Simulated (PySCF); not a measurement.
A geometry optimisation, step by step.

Sn(OMe)H3, CH6OSn.
Bonds: Sn1–O2, O2–C3. Hydrogens: H7, H8, H9 on Sn1; H4, H5, H6 on C3.

Computed by this run: PBE0-D3(BJ)/def2-SVP geometry optimisation, gas phase, def2 core potentials past Kr in PySCF 2.14.0; density fitting, grid level 1; the optimiser is geomeTRIC in internal coordinates, started from a GFN2-xTB structure with every atom displaced at random (about 0.03 Å). The frame can shift and turn from step to step; on so coarse a grid that alone can change the energy by a few meV, and forces under 0.02 eV/Å are noise.

Step 0: E = -9006.0917 eV, largest atomic force 4.070 eV/Å
```
atom  x, y, z in Å  |  force x, y, z in eV/Å
Sn1    -0.308    0.510   -1.334   -0.607   1.944  -0.323
O2     -0.300    0.444    0.603   -0.643   0.243   0.501
C3      0.281   -0.549    1.337    3.204   2.499   0.229
H4      0.023   -1.525    1.155   -1.510  -3.030  -0.676
H5      0.162   -0.314    2.379   -0.271  -0.036   1.062
H6      1.407   -0.564    1.177   -0.524   0.036   0.222
H7      1.208    0.640   -1.983    0.937  -0.051  -0.265
H8     -1.160    2.018   -1.453    0.176  -0.323  -0.192
H9     -1.181   -0.728   -1.908   -0.762  -1.284  -0.559
```

Step 1: E = -9006.4720 eV, largest atomic force 0.501 eV/Å
```
atom  x, y, z in Å  |  force x, y, z in eV/Å
Sn1    -0.354    0.587   -1.355    0.093  -0.377   0.316
O2     -0.277    0.477    0.657    0.040   0.204  -0.406
C3      0.346   -0.538    1.373    0.326  -0.140  -0.137
H4     -0.052   -1.540    1.127   -0.047  -0.131   0.085
H5      0.192   -0.370    2.453   -0.106   0.007  -0.009
H6      1.454   -0.600    1.234   -0.250   0.131  -0.095
H7      1.261    0.678   -1.992   -0.265  -0.087   0.129
H8     -1.202    2.042   -1.578   -0.062   0.065  -0.029
H9     -1.235   -0.805   -1.945    0.271   0.327   0.146
```

Step 2: E = -9006.5032 eV, largest atomic force 0.131 eV/Å
```
atom  x, y, z in Å  |  force x, y, z in eV/Å
Sn1    -0.354    0.589   -1.331   -0.026  -0.059  -0.003
O2     -0.283    0.491    0.656   -0.039   0.112   0.013
C3      0.344   -0.537    1.350    0.046  -0.122   0.010
H4     -0.063   -1.544    1.113    0.016   0.059   0.030
H5      0.199   -0.374    2.434   -0.015  -0.023  -0.042
H6      1.441   -0.583    1.180   -0.022   0.015  -0.034
H7      1.254    0.649   -1.935   -0.023  -0.027   0.014
H8     -1.207    2.042   -1.596    0.001  -0.022  -0.009
H9     -1.199   -0.802   -1.897    0.062   0.068   0.019
```

Step 3: E = -9006.5063 eV, largest atomic force 0.114 eV/Å
```
atom  x, y, z in Å  |  force x, y, z in eV/Å
Sn1    -0.356    0.590   -1.320    0.017  -0.002  -0.022
O2     -0.289    0.505    0.666   -0.049   0.076   0.069
C3      0.343   -0.533    1.342    0.005  -0.079  -0.025
H4     -0.074   -1.536    1.103    0.013   0.033   0.007
H5      0.211   -0.384    2.429    0.004   0.005  -0.012
H6      1.435   -0.580    1.151    0.015  -0.009   0.002
H7      1.255    0.637   -1.908    0.015  -0.006  -0.002
H8     -1.211    2.035   -1.611   -0.009   0.009  -0.005
H9     -1.181   -0.804   -1.878   -0.011  -0.028  -0.014
```

Step 4: E = -9006.5075 eV, largest atomic force 0.056 eV/Å
```
atom  x, y, z in Å  |  force x, y, z in eV/Å
Sn1    -0.357    0.591   -1.312    0.008   0.021  -0.026
O2     -0.294    0.517    0.676   -0.027   0.027   0.040
C3      0.341   -0.531    1.336   -0.009  -0.022  -0.014
H4     -0.084   -1.528    1.095    0.000   0.004  -0.008
H5      0.223   -0.389    2.425    0.014   0.007   0.009
H6      1.430   -0.581    1.130    0.015  -0.008   0.008
H7      1.259    0.632   -1.889    0.012   0.004  -0.004
H8     -1.216    2.031   -1.622    0.005  -0.010   0.003
H9     -1.171   -0.812   -1.865   -0.019  -0.025  -0.008
```

Step 5: E = -9006.5078 eV, largest atomic force under 0.02 eV/Å
```
atom  x, y, z in Å  |  force x, y, z in eV/Å
Sn1    -0.356    0.592   -1.308    0.010  -0.005  -0.007
O2     -0.297    0.524    0.681   -0.006  -0.003   0.008
C3      0.340   -0.529    1.334   -0.002   0.006  -0.005
H4     -0.091   -1.523    1.092   -0.004  -0.005  -0.003
H5      0.233   -0.390    2.424    0.006   0.004   0.005
H6      1.428   -0.584    1.119    0.005  -0.003   0.004
H7      1.261    0.633   -1.881    0.002   0.004  -0.001
H8     -1.218    2.027   -1.627   -0.004   0.008  -0.002
H9     -1.167   -0.818   -1.859   -0.006  -0.005   0.002
```

Task: Summarise the path.

Result: The energy falls by 0.4162 eV from step 0 to step 5; nine tenths of that is first reached at step 1. It falls at every step. The largest force goes from 4.070 to under 0.02 eV/Å. Among the bonds Sn1–H9 changes most, from 1.620 to 1.716 Å; the atoms move by 0.114 Å rms after alignment.

Task: Follow the three bonds and two angles with the largest change from start to end.

Result: 
```
step  E above end (eV)  largest force (eV/Å)  Sn1–H9 (Å)  C3–H4 (Å)  Sn1–H7 (Å)  O2–Sn1–H8 (°)  O2–C3–H4 (°)
   0            0.4162                 4.070       1.620      1.026       1.653           95.7         119.3
   1            0.0358                 0.501       1.750      1.106       1.739          101.3         112.7
   2            0.0046                 0.131       1.723      1.112       1.719          102.4         113.5
   3            0.0015                 0.114       1.714      1.111       1.716          103.0         113.5
   4            0.0003                 0.056       1.714      1.110       1.716          103.3         113.5
   5            0.0000            under 0.02       1.716      1.110       1.716          103.3         113.4
```

What follows is the cost of the whole optimisation. On Arm Neoverse N1, one thread, shared host with 64 logical CPUs at a one-minute load of 8.5, this took 25 s and 0.33 GiB of memory at its peak.
